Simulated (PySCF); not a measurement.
Compound: CH9ClSi4.
Cartesian coordinates in Å at the GFN2-xTB level; atoms count from 1:
```xyz
15
CH9ClSi4 angstrom
C     -1.6645   -1.6839   -0.6185
Si    -0.6665   -0.6768    0.6551
Si    -0.7302    1.6710    0.3316
Si     1.6001    1.7056   -0.0384
Si     1.6758   -0.6385    0.2560
Cl     2.1955   -1.6404   -1.4690
H     -1.3477   -1.4379   -1.6282
H     -2.7307   -1.4852   -0.5514
H     -1.5204   -2.7525   -0.4842
H     -1.0915   -1.1892    1.9727
H     -1.2091    2.4693    1.4686
H     -1.5732    2.1586   -0.7699
H      2.3811    2.4687    0.9453
H      2.0628    2.2531   -1.3194
H      2.6140   -1.2138    1.2278
```

ESP-fitted charges (e) from the PBE0/pcSseg-1 density (PySCF), one withheld:

```
atom        bonded to   charge
  C1     Si2 H7 H8 H9  -0.5490
 Si2   C1 Si3 Si5 H10  +0.3977
 Si3  Si2 Si4 H11 H12  -0.0471
 Si4  Si3 Si5 H13 H14  +0.2014
 Si5  Si4 Cl6 Si2 H15        ?
 Cl6              Si5  -0.1760
  H7               C1  +0.1310
  H8               C1  +0.1509
  H9               C1  +0.1522
 H10              Si2  -0.1167
 H11              Si3  -0.0365
 H12              Si3  -0.0137
 H13              Si4  -0.0672
 H14              Si4  -0.0595
 H15              Si5  -0.0102
```

Task: What is the charge on Si5?

Result: The charges add up to the total charge, 0. The others sum to -0.0427, which leaves +0.0427 e for Si5 (chlorine-bound silicon); the computed value is +0.0428, the difference coming from rounding.

Task: Add each hydrogen's charge to the atom that carries it.

Result: C1 -0.1149, Si2 +0.2810, Si3 -0.0973, Si4 +0.0747, Si5 +0.0326. Atoms without hydrogen keep their charges.

Task: Across which bond do the charges differ most?

Result: Si2–C1: +0.3977 on Si2 against -0.5490 on C1, a difference of 0.9467 e. The lower charge is on the more electronegative element of the two (Pauling values: C 2.55, Si 1.90).

Task: Take the bonds between elements whose Pauling electronegativities differ by more than 0.25. In how many does the more electronegative atom carry the lower charge?

Result: In 9 of 11; it doesn't in Si3–H11 and Si3–H12.

Task: How much positive and how much negative charge does this set hold in all?

Result: +1.0760 e on 6 atoms and -1.0759 e on 9.

The ESP scheme fits charges at the nuclei, held to the total charge, to the electrostatic potential on points at 1.4 to 2.0 times the van der Waals radii. Geometry: GFN2-xTB; no solvent, vibrations or thermal averaging.

These values come from a run that also computed NMR shieldings. Hardware: Intel Xeon Platinum 8488C, one thread, no GPU (shared host). Cost: 36 s of wall time (with the writing of density and orbital grids), 0.83 GiB resident at most.
